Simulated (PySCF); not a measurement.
# Löwdin shares of the frontier orbitals

C3H10FGeN.
Atom-mapped SMILES: `[CH3:1][N:2]([CH3:3])[GeH2:4][CH2:5][F:6]` (hydrogens: H7, H8, H9 on C1; H10, H11, H12 on C3; H13, H14 on Ge4; H15, H16 on C5)

Structure used (PBE0-D3(BJ)/def2-SVP), in Å, numbered top down from 1:
```
atom  x, y, z in Å
C1    -1.130    1.408    0.031
N2    -0.913    0.000   -0.184
C3    -1.384   -0.836    0.890
Ge4    0.582   -0.519   -1.113
C5     2.240   -0.254   -0.067
F6     2.402    1.097    0.165
H7    -2.204    1.608    0.204
H8    -0.574    1.818    0.901
H9    -0.828    1.987   -0.855
H10   -0.871   -0.657    1.860
H11   -1.260   -1.901    0.638
H12   -2.463   -0.667    1.064
H13    0.660    0.361   -2.372
H14    0.424   -2.017   -1.441
H15    2.177   -0.780    0.902
H16    3.124   -0.640   -0.604
```

Method used: TDDFT CAM-B3LYP/def2-SVPD, vertical, gas phase, core orbitals frozen in the response in PySCF. The CAM-B3LYP/def2-SVPD calculation is non-relativistic and has no spin–orbit coupling, an omission that weighs most on germanium.

Frontier orbitals with the atoms that hold most of them (Löwdin shares over 4%, at most four atoms; ? is withheld):

```csv
orbital,ε (eV),atoms
HOMO-3,-10.97,"Ge4 34%, H14 24%, H13 16%, C1 8%"
HOMO-2,-10.76,"N2 26%, Ge4 17%, C3 11%, H13 10%"
HOMO-1,-10.06,?
HOMO,-7.52,"N2 54%, C1 9%, C3 9%, C5 6%"
LUMO,1.07,?
LUMO+1,1.48,"Ge4 33%, H14 10%, H16 10%, H13 9%"
LUMO+2,1.62,"Ge4 23%, C5 20%, H13 13%, H15 10%"
```

**Question.** Give the leading atoms of the LUMO.

**Answer.** Ge4 (bonded to C, N and 2 H) 31%; C3 (bonded to N and 3 H) 10%; C5 (bonded to F, Ge and 2 H) 10%; H14 (bonded to Ge) 8%. By element: germanium 31%, carbon 19% or more, hydrogen 8% or more.

**Question.** Give the leading atoms of the HOMO-1.

**Answer.** C5 (bonded to F, Ge and 2 H) 26%; F6 (bonded to C) 24%; Ge4 (bonded to C, N and 2 H) 21%; N2 (bonded to 2 C and Ge) 6%.

**Question.** How does S1 compare with the orbital gap of 8.59 eV?

**Answer.** S1 is at 5.64 eV (f = 0.0068), 2.95 eV below the gap, made of HOMO→LUMO (61%), HOMO→LUMO+1 (34%). 

Next come S2 at 6.12 eV (f 0.0087), HOMO→LUMO+1 (49%), HOMO→LUMO (32%); S3 at 6.43 eV (f 0.033), HOMO→LUMO+2 (87%); S4 at 6.56 eV (f 0.0071), HOMO→LUMO+3 (72%), HOMO→LUMO+4 (9%); S5 at 6.86 eV (f 0.030), HOMO→LUMO+4 (78%).

Time: 2.9 min of wall time (with the writing of density and orbital grids); peak memory 1.1 GiB. Hardware: an Arm Neoverse N1 with one thread, on a shared host.

One conformer stands for the species.
